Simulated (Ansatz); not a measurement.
One geometry of Ba₂Se, several levels of theory.

```yaml
crystal:
  periodic: [false, false, false]
  atoms:
    - {symbol: Ba, position_ang: [-1.253052, 1.637264, 0.511445]}
    - {symbol: Ba, position_ang: [1.939861, -0.459721, -0.733400]}
    - {symbol: Se, position_ang: [-0.686809, -1.177543, 0.221955]}
basis:
  gaussian: {orbitals: def2-TZVP, initial_orbitals: start.molden}
magnetization: {spin_polarized: true, initial_magnetization: 0}
hamiltonian: {xc: r2scan, dispersion: d4}
scf: {omitted_lower_state_checks: [starts]}
output: {orbitals: {seedname: orbitals}}
```

The file start.molden holds the orbitals of an earlier run on this structure, at another level or in another basis.

```sh
$ ansatz run in.yaml --threads 4 --pin off --events-out ev --progress --plain --max-ram 3916MiB
```

It prints (some lines left out):

```
Functional definition: r2SCAN
961 factors; their error is unknown
mean field evaluation 1: about -66739.1724 eV, gradient 4.6e0 eV
mean field evaluation 2: about -66739.2061 eV, gradient 7.9e-2 eV
mean field evaluation 4: about -66739.1732 eV, gradient 1.8e-3 eV
mean field evaluation 8: about -66739.1890 eV, gradient 3.3e-1 eV
mean field evaluation 16: about -66739.1927 eV, gradient 1.4e-1 eV
mean field evaluation 32: about -66739.1838 eV, gradient 1.6e-1 eV
mean field -66739.19518253 eV, -2452.6201855067 hartree, gradient 7.2e-6 eV, S^2 0.305384; 2 other end points of the search recorded, 0 dependent functions left out
reference -66739.19524286 eV, -2452.6201877237 hartree; 27, 27 occupied and 101, 101 virtual orbitals, 961 factors
Total energy: -66739.20677617 eV, -2452.6206115651 hartree
Checks for a lower state left out: starts
```

Run time 34 s (4 threads of Arm Neoverse V1 on a shared host).

As the first input, with `hamiltonian: {xc: pbe, dispersion: d4}` (abridged; 3.5 s):

```
Functional definition: PBE
mean field -66730.35086098 eV, -2452.2951626845 hartree, gradient 1.4e-5 eV, S^2 0.000000
Total energy: -66730.42806280 eV, -2452.2979997991 hartree
Checks for a lower state left out: starts
```

First input, but with `hamiltonian: {xc: pbe0, dispersion: d4}` and without the key `scf` (abridged; 16 s):

```
Functional definition: PBE0
mean field evaluation 16: about -66730.5856 eV, gradient 5.5e0 eV
mean field evaluation 32: about -66731.2328 eV, gradient 4.0e-6 eV
mean field evaluation 64: about -66730.5096 eV, gradient 4.5e-1 eV
mean field -66731.23280013 eV, -2452.3275733506 hartree, gradient 9.8e-6 eV, S^2 0.000000; 5 other end points of the search recorded, 0 dependent functions left out
Total energy: -66731.29904858 eV, -2452.3300079361 hartree
```

Geometry: PBE-D4/def2-TZVP, that of the neutral singlet.

In the def2 sets Ba takes a core potential; there is no spin–orbit coupling. At r2SCAN-D4/def2-TZVP the unrestricted singlet has broken spin symmetry (⟨S²⟩ up to 0.31). The structure comes from a short search, and lower isomers may exist.
